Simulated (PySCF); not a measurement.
# Calculated NMR data

PySCF 2.14.0 with density-fitted response routines calculation with NMR shieldings at PBE0/pcSseg-1/GIAO, geometry from GFN2-xTB and J couplings at B3LYP/pcJ-1 (spin–dipole term left out of most H,H and C,H couplings); non-relativistic, no solvent, one computed conformer, equivalent nuclei averaged.

References, each an isolated molecule treated in the same way: TMS for ¹H (σref 31.72) and ¹³C (σref 186.93). Multiplet labels drop J under 1 Hz and among equivalent protons, and merge close values. Unscaled 3J(H,H) run several per cent high. Where no couplings were computed, multiplicities follow the n + 1 count of equivalent neighbours, and m marks all less simple cases (inequivalent or close neighbours, rings, F or P nearby). Acid and N–H amide carbonyl carbons lie up to 10 ppm further downfield in solution (hydrogen bonding). Shifts are as computed. Against solution values, carbons near 30 ppm lie about +3 ppm off and those near 130 ppm about +5 ppm. Of 1211 compounds with measured shifts, 218 miss one by over three times the rms of a fit or turn the order of signals round; such compounds aren't used in these exercises. OH and NH positions are gas-phase values without hydrogen bonding to other molecules.

**1.** SMILES Cc1nncn1C, C$_{4}$H$_{7}$N$_{3}$. ¹H NMR (400 MHz, computed): δ 7.65 (s, 1H), 3.63 (s, 3H), 2.51 (s, 3H). ¹³C{¹H} NMR (computed): δ 153.2, 147.2, 31.1, 12.6.

**2.** `CCC1=CC(NC=O)=C[SiH2]1`, C$_{7}$H$_{11}$NOSi. ¹H NMR (400 MHz, computed): δ 8.40 (s, 1H), 8.15 (d, 1H), 6.46 (br, 1H), 4.51 (m, 2H), 4.43 (m, 1H), 2.63 (q, 2H), 1.30 (t, 3H). ¹³C{¹H} NMR (computed): δ 163.0 (C), 160.2 (C), 158.6 (CH), 143.1 (CH), 97.1 (CH), 31.8 (CH2), 13.7 (CH3).
